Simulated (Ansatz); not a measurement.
C3H5ClSi can be A, `C#C[SiH2]CCl`, or B, `C=C1[SiH2]C1Cl`.

Isolated molecules relaxed with PBE0-D4/def2-TZVP in Ansatz; ΔE leaves out vibrations. CCSD(T)/CBS adds triple-zeta CCSD(T) − MP2 to the extrapolated MP2 energy (def2 sets, frozen cores). DFT in def2-TZVPP. B3LYP here is the variant with VWN-RPA as its local correlation; programs differ in this. Each species was taken in one conformer, which may not be the lowest.

A:

```xyz
10

C    -1.866   -1.790   -0.315
C    -0.892   -1.186    0.059
Si    0.570   -0.260    0.625
C     0.629    1.418   -0.223
Cl    0.841    1.217   -1.982
H    -2.725   -2.325   -0.651
H     0.468   -0.044    2.092
H     1.801   -1.021    0.309
H    -0.291    1.979   -0.061
H     1.466    2.013    0.146
```

B:

```xyz
10

C    -1.156   -0.873    1.002
C    -0.337   -0.350    0.107
Si    0.040    0.734   -1.309
C     1.097    0.070    0.092
Cl    1.748    0.984    1.454
H    -2.213   -0.997    0.799
H    -0.798   -1.187    1.980
H     0.274    0.207   -2.671
H    -0.454    2.125   -1.258
H     1.798   -0.713   -0.196
```

(1) Which isomer does CCSD(T)/CBS put lower? Give the gap. (An estimate is asked.)

(2) Give E(B) − E(A) in kcal/mol with PBE0-D4, CCSD/def2-TZVPP, B3LYP-D4, B3LYP, PBE-D4, HF/def2-TZVPP, CCSD(T)/def2-TZVPP. (Best estimate.)

Largest T1 diagnostic: 0.012.

Answers

(1) The calculation gave: A, by 19.0 kcal/mol.

(2) Ansatz gave: PBE0-D4 11.1, CCSD/def2-TZVPP 20.0, B3LYP-D4 16.4, B3LYP 17.1, PBE-D4 9.7, HF/def2-TZVPP 25.9, CCSD(T)/def2-TZVPP 18.9. None reverses the order clearly.

From PBE to PBE0 (25 % exact exchange), in def2-TZVPP and without D4, E(B) − E(A) moves by +1.3 kcal/mol. The D4 term adds −0.7 kcal/mol with B3LYP and −0.3 kcal/mol with PBE0; it sums over pairs of atoms, weighted by their polarisabilities, and B3LYP, whose exchange is more repulsive, gets the larger term.
